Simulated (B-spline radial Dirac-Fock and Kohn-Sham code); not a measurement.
# Nb³⁺ 4p1/2: cross section and angular parameters

System: Nb³⁺, [Kr] 4d2; threshold 72.76 eV (orbital energy of the model). The computed values come from a B-spline atomic structure program: Dirac-Hartree-Slater photoionisation with a Latter tail; cross sections with all multipoles, angular parameters from the dipole term and its interference with E2.

For linearly polarised light dσ/dΩ = σ/(4π) [1 + β P₂(cos θ) + (δ + γ cos²θ) sin θ cos φ], with θ from the polarisation vector and φ the angle between the beam and the projection of the electron momentum on the plane normal to the polarisation.

```
hν (eV)  σ (kb)       β       γ       δ
   82.7     204   0.271   0.385  -0.049
   86.2     186   0.091   0.352  -0.046
   86.9     182   0.059   0.342  -0.045
    100     143  -0.234   0.103  -0.012
    105     137  -0.233   0.037   0.000
    150       ?       ?       ?       ?
    248    81.7   1.212   0.195   0.014
    339    59.7   1.448   0.170   0.005
    400    48.8   1.531   0.130   0.002
    408    47.5   1.539   0.125   0.002
    449    41.9   1.574   0.098   0.001
    454    41.3   1.578   0.095   0.000
    589    28.6   1.640   0.026  -0.001
    600    27.8   1.643   0.022  -0.001
   1000    12.0   1.677  -0.017   0.000
   1730    4.18   1.629   0.132   0.004
   1980    3.14   1.608   0.199   0.005
   2330    2.19   1.577   0.293   0.008
   2470    1.92   1.565   0.330   0.009
   2870    1.36   1.530   0.433   0.013
 2984.4    1.24   1.521   0.461   0.015
 5414.7   0.274   1.346   0.948   0.046
   6940   0.139   1.259   1.167   0.068
   7230   0.124   1.244   1.204   0.073
   7720   0.103   1.219   1.262   0.080
  10200  0.0461   1.110   1.509   0.117
  13200  0.0212   1.004   1.728   0.162
  15000  0.0143   0.951   1.833   0.187
```

Task: Give the values at 150 eV.

Result: σ = 114 kb, β = 0.442, γ = -0.006, δ = 0.034.
